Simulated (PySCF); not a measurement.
NbOBr, SMILES [O]=[Nb][Br] (connectivity only; charge and spin as stated), neutral, multiplicity 3.

Coordinates come from a B3LYP-D3(BJ)/def2-TZVP optimisation. The multiplicity is an assumed one; other spin states were not compared. The def2 effective core potentials stand for the cores of Nb; spin–orbit coupling is left out.

Computed with B3LYP-D3(BJ)/def2-TZVP (PySCF 2.14.0).

Frequencies are harmonic and unscaled.

```csv
mode,ν (cm⁻¹),IR (km/mol),moving atoms (share of kinetic energy)
1,146,3.6,"O 73 %, Br 15 %, Nb 12 %"
2,279,46.9,"Br 49 %, Nb 48 %"
3,1016,189.6,"O 85 %, Nb 15 %"
```
